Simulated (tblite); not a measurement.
C7H14FNSi.
SMILES with atom numbers: `[F:1][SiH2:2][NH:3][C@@H:4]1[CH2:5][CH2:6][C@@H:7]1[CH:8]1[CH2:9][CH2:10]1` (hydrogens: H11, H12 on Si2; H13 on N3; H14 on C4; H15, H16 on C5; H17, H18 on C6; H19 on C7; H20 on C8; H21, H22 on C9; H23, H24 on C10)

Cartesian coordinates in Å at the GFN2-xTB level; atoms count from 1:
```
atom  x, y, z in Å
F1    -3.3036    2.0224   -0.3089
Si2   -2.6415    0.7237    0.3746
N3    -1.5637    0.1902   -0.8357
C4    -0.6546   -0.9144   -0.8216
C5    -0.7692   -1.9173    0.3336
C6     0.7559   -1.8833    0.5044
C7     0.8322   -0.6541   -0.4232
C8     1.0677    0.6455    0.2952
C9     2.4443    1.2384    0.3445
C10    1.3801    1.8865   -0.4877
H11   -3.7214   -0.2301    0.5921
H12   -2.0755    1.2367    1.6219
H13   -1.3358    0.8539   -1.5617
H14   -0.7003   -1.4221   -1.7937
H15   -1.2099   -2.8800    0.0849
H16   -1.2960   -1.4957    1.1850
H17    1.1146   -1.7196    1.5181
H18    1.2517   -2.7589    0.0909
H19    1.5368   -0.7477   -1.2523
H20    0.4530    0.7688    1.1777
H21    3.2409    0.7166   -0.1641
H22    2.7606    1.7314    1.2510
H23    0.9645    2.8255   -0.1560
H24    1.4576    1.8033   -1.5617
```

Computed values, GFN2-xTB/tblite, gas phase, harmonic and unscaled. Errors from tens to a few hundred cm⁻¹ against measured bands are possible. Modes of hydrogen on silicon can be 10 to 20 % off. One conformer, not necessarily the lowest.

Harmonic wavenumbers (cm⁻¹): 36.9, 45.3, 80.1, 85.0, 152.5, 156.5, 216.7, 245.2, 293.0, 334.9, 391.6, 468.4, 553.3, 562.5, 583.6, 696.9, 752.0, 783.6, 787.7, 812.2, 817.3, 827.7, 861.3, 873.8, 953.7, 986.3, 999.0, 1008.6, 1014.4, 1041.4, 1068.8, 1070.5, 1079.3, 1090.4, 1108.7, 1156.5, 1166.1, 1191.9, 1209.0, 1218.5, 1241.4, 1247.8, 1250.8, 1270.8, 1277.3, 1313.5, 1366.0, 1406.8, 1442.6, 1469.1, 1484.8, 1494.2, 2230.6, 2299.4, 2877.6, 2954.5, 3003.6, 3014.9, 3019.2, 3034.9, 3056.2, 3084.4, 3088.6, 3092.1, 3108.7, 3439.5.

A = 1542, B = 792.4, C = 588.4 MHz; mass 159.088 u (most abundant isotopes); point group C1, symmetry number 1.

Q: What is the zero-point energy?

A: Half the sum of the wavenumbers: 43175 cm⁻¹ = 516.49 kJ/mol.

Q: What is S at 298.15 K and 1 bar for an ideal gas of classical rigid rotors and harmonic oscillators?

A: Translation 172.08, rotation 127.53, vibration 152.00: S = 451.6 J/(mol K).

Q: And Cp and H(298.15 K) − H(0)?

A: Cp = 187.68 J/(mol K), of which vibrations give 154.42 (their classical limit is 66 R = 548.8); H(298.15 K) − H(0) = 32.83 kJ/mol without the zero-point energy, 22.92 from vibrations.

Q: What must be added to the electronic energy to get the Gibbs energy at 298.15 K and 1 bar?

A: ZPE + [H(298.15 K) − H(0)] − T·S = 516.49 + 32.83 − 134.65 = 414.67 kJ/mol.

Q: Which modes carry the vibrational entropy at 298.15 K?

A: 36.9 cm⁻¹: 22.67; 45.3 cm⁻¹: 20.97; 80.1 cm⁻¹: 16.27; 85.0 cm⁻¹: 15.78; 152.5 cm⁻¹: 11.05; 156.5 cm⁻¹: 10.84 J/(mol K); the other 60 give 54.41 together.

Q: Blend soft modes into free rotors: weight 1/[1 + (100 cm⁻¹/ν̃)⁴] for the oscillator and the rest for a rotor with moment μB/(μ + B), μ = h/(8π²ν), B = 10⁻⁴⁴ kg m². What vibrational entropy results?

A: 135.40 J/(mol K) in place of 152.00, which changes −T·S at 298.15 K by +4.95 kJ/mol.

Q: How do the functions run with temperature in this model?

A: 
| T (K) | S (J/(mol K)) | Cp (J/(mol K)) | H − H(0) (kJ/mol) | G − H(0) (kJ/mol) | ln q(vib) |
| --- | --- | --- | --- | --- | --- |
| 50 | 262.1 | 63.8 | 2.35 | -10.75 | 0.96 |
| 100 | 314.2 | 88.4 | 6.19 | -25.23 | 2.68 |
| 373.15 | 498.5 | 231.3 | 48.56 | -137.45 | 11.37 |
| 500 | 575.4 | 295.1 | 82.10 | -205.60 | 15.35 |
| 750 | 712.9 | 381.8 | 167.61 | -367.07 | 23.14 |
| 1000 | 830.8 | 436.5 | 270.37 | -560.41 | 30.53 |

q(vib) and H(0) count from the zero-point level.

Hindered rotation and anharmonicity are outside this model. Other conformers, if any are populated, would add a mixing term that is left out. The structure is chiral; the term R ln 2 for an equal mix with its mirror image is left out.

Time: 1.3 s wall. Hardware: Arm Neoverse V1, one thread (shared host). The figure is for the frequency step alone.
